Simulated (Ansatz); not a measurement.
Ideal-gas functions of `[F][Cd][Br]` at 400 K and 1 bar, from an Ansatz frequency run at PBE0-D4/def2-TZVP.

Molar mass 211.31 g/mol, point group C∞v (symmetry number 1), electronic degeneracy 1, moments of inertia 413.299 u Å². Harmonic wavenumbers (cm⁻¹, unscaled): 102, 102, 261, 591.

Use S(trans) = R[1.5 ln M + 2.5 ln T − 1.1517]; rotational temperatures θ = 24.2544 K / I; S(rot) = R[ln(T/σθ) + 1]; for each mode x = 1.438777 ν̃/T, S = R[x/(eˣ − 1) − ln(1 − e⁻ˣ)] and H = RT x/(eˣ − 1); 1 cm⁻¹ = 0.0119627 kJ/mol; R = 8.31446 J/(mol·K).

**Question.** By hand: the entropy, in J/(mol·K).

**Answer.** Translation 181.7. Rotation: θ = 0.0587 K, giving 81.7. Vibration, mode by mode: 16.70, 16.70, 9.14, 3.45, in all 46.0. Electronic 0.0. Sum 309.4 J/(mol·K).

**Question.** By hand: H − E and G − E in kJ/mol, counted from the electronic energy.

**Answer.** Zero-point energy ½ × 1056 × 0.0119627 = 6.3; thermal vibration 8.5; translation, rotation and pV give 3.5 RT = 11.6. H − E = 26.4 kJ/mol, and G − E = 26.4 − 400 × 309.4/1000 = -97.4 kJ/mol.

Vibration gives 15 % of the entropy, 33.4 J/(mol·K) of it from the modes under 150 cm⁻¹: soft modes count most, and the harmonic formula is weakest for them.
